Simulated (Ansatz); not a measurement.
Z-matrix (Å, degrees):
```
Si
F 1 1.5805
F 1 1.5805 2 107.12
F 1 1.5805 2 107.12 3 114.65
C 1 1.8266 2 111.73 3 -122.67
H 5 1.0919 1 110.64 2 -60.00
H 5 1.0919 6 108.28 1 121.40
H 5 1.0919 6 108.28 7 117.19
```
Charge 0, spin multiplicity 1.

Computed with frozen-core CCSD(T)/def2-TZVPP // r2SCAN-D4/def2-TZVP (Ansatz, a first-principles code).

```json
{
  "HF energy": "-627.27016 Ha",
  "MP2 correlation energy": "-1.03707 Ha"
}
```

**Question.** Estimate the CCSD correlation energy, the (T) correction, the total energy and the T1 diagnostic.

**Answer.** 
The CCSD correlation energy is -1.05469 Ha and the (T) correction is -0.03127 Ha. The CCSD(T) total energy comes out as -628.35612 Ha. The T1 diagnostic comes out as 0.011.
